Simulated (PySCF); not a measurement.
C3H3, doublet, geometry from GFN2-xTB. Base run: B3LYP/6-31G run with PySCF.

Here is a job for PySCF.
```python
from pyscf import gto, scf, dft

mol = gto.M(
    atom='''
C     0.001404   -0.018997    0.109188
C     0.016848   -0.227990    1.310390
C    -0.015720    0.212717   -1.222609
H     0.030126   -0.407665    2.343087
H     0.899848    0.246266   -1.784816
H    -0.945169    0.367019   -1.740084
''',
    basis='6-31g',
    charge=0,
    spin=1,
    verbose=4,
)

mf = dft.UKS(mol)
mf.xc = 'b3lyp'
mf.kernel()
```

The base run was repeated with changes; each row names its change, and settings that it needs were set with it.

```
change                                                                                 basis functions      E (Eh)  HOMO (eV)  dipole (D)
-------------------------------------------------------------------------------------  ---------------  ----------  ---------  ----------
base                                                                                                33  -115.97684      -5.66        0.01
basis = cc-pVDZ-DK; relativity = none                                                               57  -116.00628      -5.83        0.05
basis = x2c-TZVPall; relativity = spin-free X2C; nucleus = Gaussian (with nucmod='G')              111  -116.09754      -6.02        0.10
basis = x2c-SVPall; relativity = spin-free X2C; nucleus = Gaussian (with nucmod='G')                57  -115.96252      -5.91        0.07
basis = cc-pVDZ-DK; relativity = spin-free X2C; nucleus = Gaussian (with nucmod='G')                57  -116.05300      -5.83        0.05
basis = x2c-SVPall; relativity = spin-free X2C                                                      57  -115.96253      -5.91        0.07
basis = x2c-TZVPall; relativity = none                                                             111  -116.05105      -6.02        0.10
basis = cc-pVDZ-DK; relativity = spin-free X2C                                                      57  -116.05301      -5.83        0.05
basis = x2c-TZVPall; relativity = spin-free X2C                                                    111  -116.09755      -6.02        0.10
basis = x2c-SVPall; relativity = none                                                               57  -115.91888      -5.91        0.07
```

Total energies compare only within one method and basis.

Open shells are given as the SCF converged; they aren't shown to be the lowest states, and a large step between rows can be another state.

Basis sets contracted for a relativistic Hamiltonian are a mismatch without it, so the rows without relativity aren't non-relativistic limits. No row has spin-orbit coupling; sets with core potentials leave out the core electrons.
